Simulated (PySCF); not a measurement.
This PySCF input asks for the NMR shieldings of SMILES B[C@H]([AlH2])C(=C)C=C, C₅H₁₀AlB; the geometry comes from GFN2-xTB.

```python
import basis_set_exchange as bse
import numpy as np
from pyscf import gto, dft
from pyscf.prop import nmr

atoms = """
B    -2.055279   -0.917546    0.826416
C    -0.789191   -0.078331    0.704434
Al   -0.862387    1.143990   -0.948623
C     0.522566   -0.644921    0.262749
C     0.791973   -1.955795    0.195639
C     1.538811    0.298818   -0.195909
C     1.452255    1.632865   -0.085634
H    -2.185302   -1.929165    0.246025
H    -2.945587   -0.522000    1.482447
H    -0.641157    0.651623    1.515982
H    -0.652212    0.479291   -2.332936
H    -1.352225    2.611599   -0.926595
H     1.743245   -2.319052   -0.159241
H     0.082262   -2.693613    0.522998
H     2.394444   -0.136086   -0.698997
H     2.236061    2.275094   -0.453425
H     0.714726    2.115260    0.548873
"""
names = dict.fromkeys(["B", "C", "Al", "H"], "pcSseg-1")
basis = {el: gto.basis.parse(bse.get_basis(n, elements=[el], fmt="nwchem")) for el, n in names.items()}
mol = gto.M(atom=atoms, basis=basis, charge=0, verbose=0)
mf = dft.RKS(mol, xc="PBE0")
mf.grids.level = 2
mf.grids.alignment = dft.numint.BLKSIZE   # the property module wants whole blocks of grid points
mf.conv_tol = 1e-9
mf.kernel()

calc = nmr.RKS(mf)   # GIAO
C = mf.mo_coeff
Co = C[:, mf.mo_occ > 0]
resp = mf.gen_response(singlet=True, hermi=2)
def vind(x):   # induced exchange potential for any number of trial vectors
    d = np.einsum("pi,xij,qj->xpq", C, 2 * x.reshape(-1, C.shape[1], Co.shape[1]), Co, optimize=True)
    return np.einsum("xpq,pi,qj->xij", resp(d - d.transpose(0, 2, 1)), C, Co, optimize=True).ravel()
mo1, _ = nmr.rhf.solve_mo1(calc, with_cphf=vind)
sigma = calc.kernel(mo1)
for i, s in enumerate(sigma):   # ppm
    w = np.linalg.eigvalsh((s + s.T) / 2)
    print("%2d %-2s iso %8.1f  s11 %8.1f  s22 %8.1f  s33 %8.1f" % (i, mol.atom_pure_symbol(i), w.mean(), *w))
```

Q: What are the results?

A: 
```
 0 B  iso     32.7  s11    -41.2  s22      3.6  s33    135.7
 1 C  iso    125.6  s11     47.7  s22    144.4  s33    184.6
 2 Al iso    377.6  s11    346.5  s22    378.5  s33    407.7
 3 C  iso     34.7  s11    -75.6  s22     23.8  s33    155.9
 4 C  iso     51.7  s11    -46.3  s22     56.1  s33    145.3
 5 C  iso     20.7  s11    -96.5  s22     16.4  s33    142.1
 6 C  iso     82.4  s11    -12.9  s22     86.4  s33    173.7
 7 H  iso     24.4  s11     17.5  s22     27.7  s33     28.0
 8 H  iso     24.8  s11     19.0  s22     27.0  s33     28.3
 9 H  iso     27.2  s11     24.6  s22     27.1  s33     30.0
10 H  iso     27.5  s11     24.9  s22     25.7  s33     31.9
11 H  iso     26.8  s11     23.4  s22     24.7  s33     32.1
12 H  iso     25.9  s11     22.8  s22     25.2  s33     29.7
13 H  iso     25.4  s11     22.8  s22     23.7  s33     29.6
14 H  iso     24.1  s11     21.4  s22     23.5  s33     27.4
15 H  iso     26.7  s11     24.4  s22     25.7  s33     29.9
16 H  iso     25.4  s11     23.5  s22     23.9  s33     28.8
```

These numbers come from an equivalent density-fitted implementation of the same equations, which agrees with the script to about 0.01 ppm for H and up to a few tenths of a ppm for heavy atoms, so last digits may differ.

Size and cost of the density-fitted run: 176 basis functions, 23 s wall time on 1 thread of an Arm Neoverse V1, shared host; peak memory 0.8 GiB.
